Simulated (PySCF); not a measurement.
# Deuteron quadrupole couplings in `C[C@@H]1[C@@H]2C[C@@]1(C)[SiH2]S[SiH2]2`

Species: C6H14SSi2.
Atom-mapped SMILES: `[CH3:1][C@@H:2]1[C@@H:3]2[CH2:4][C@@:5]1([CH3:6])[SiH2:7][S:8][SiH2:9]2` (hydrogens: H10, H11, H12 on C1; H13 on C2; H14 on C3; H15, H16 on C4; H17, H18, H19 on C6; H20, H21 on Si7; H22, H23 on Si9)

Structure used (GFN2-xTB), in Å, numbered top down from 1:
```xyz
23
C6H14SSi2 angstrom
C     -0.6106   -0.1537   -2.1695
C      0.1639    0.2052   -0.9125
C      0.9778   -0.9722   -0.3340
C     -0.1316   -1.1923    0.7078
C     -0.6428    0.2302    0.4125
C     -2.1510    0.3896    0.3225
Si     0.1046    1.5010    1.6186
S      2.2334    1.2187    1.7528
Si     2.6292   -0.4390    0.4302
H     -1.3169    0.6328   -2.4274
H      0.0811   -0.2768   -3.0014
H     -1.1566   -1.0854   -2.0420
H      0.7371    1.1173   -1.1155
H      1.1204   -1.8011   -1.0299
H     -0.8446   -1.9594    0.4022
H      0.1814   -1.4062    1.7312
H     -2.5966    0.2881    1.3101
H     -2.4108    1.3725   -0.0649
H     -2.5947   -0.3646   -0.3245
H     -0.1011    2.8544    1.1125
H     -0.4189    1.3108    2.9672
H      3.1956   -1.5023    1.2524
H      3.5470    0.0592   -0.5883
```

Level: PBE0/pcSseg-1 (PySCF, non-relativistic); Q(2H) = 0.00286 b; rigid geometry, the same for H and D, with no vibrational averaging.

Question: Rank these positions by the coupling χzz of a deuteron there, largest first.
A. H16 (methylene hydrogen)
B. H23 (Si–H hydrogen)
C. H17 (methyl hydrogen)
D. H13 (methine hydrogen)

Answer: C (211 kHz), A (206 kHz), D (197 kHz), B (111 kHz).

Q: Tabulate Vzz, the asymmetry η and χzz = 234.96 MHz × Q × Vzz for every hydrogen position.

A: 
| atom | bonded to | bond length (Å) | Vzz (au) | η | χzz (kHz) |
| --- | --- | --- | --- | --- | --- |
| H10 | C1 | 1.088 | 0.3145 | 0.01 | 211 |
| H11 | C1 | 1.089 | 0.3132 | 0.01 | 210 |
| H12 | C1 | 1.087 | 0.3152 | 0.02 | 212 |
| H13 | C2 | 1.096 | 0.2935 | 0.02 | 197 |
| H14 | C3 | 1.092 | 0.3114 | 0.01 | 209 |
| H15 | C4 | 1.091 | 0.3078 | 0.01 | 207 |
| H16 | C4 | 1.091 | 0.3061 | 0.01 | 206 |
| H17 | C6 | 1.088 | 0.3137 | 0.02 | 211 |
| H18 | C6 | 1.088 | 0.3144 | 0.02 | 211 |
| H19 | C6 | 1.088 | 0.3138 | 0.02 | 211 |
| H20 | Si7 | 1.459 | 0.1653 | 0.01 | 111 |
| H21 | Si7 | 1.459 | 0.1654 | 0.01 | 111 |
| H22 | Si9 | 1.459 | 0.1653 | 0.01 | 111 |
| H23 | Si9 | 1.459 | 0.1653 | 0.01 | 111 |

Q: Average by the element that carries the hydrogen.

A: on C: 209 kHz over 10 positions, mean bond length 1.090 Å; on Si: 111 kHz over 4 positions, mean bond length 1.459 Å.

Q: How does χzz go with the bond length over the 10 C–H bonds?

A: A straight-line fit has a slope of -15.7 kHz for each 0.01 Å, with a correlation coefficient of -0.96, over lengths from 1.087 to 1.096 Å. The longer bonds have the smaller couplings here.

Geometry: GFN2-xTB; no solvent, vibrations or thermal averaging. GFN2-xTB bond lengths can be off by several hundredths of an ångström, more for odd bonds, and the gradients follow them. A larger basis could move these couplings by a tenth or more.

The run behind these numbers computed NMR shieldings as well. The run took 1.9 min of wall time on one thread, Arm Neoverse N1 (aarch64), shared host with 64 logical CPUs at a one-minute load of 61, and the process peaked at 1.1 GiB of memory.
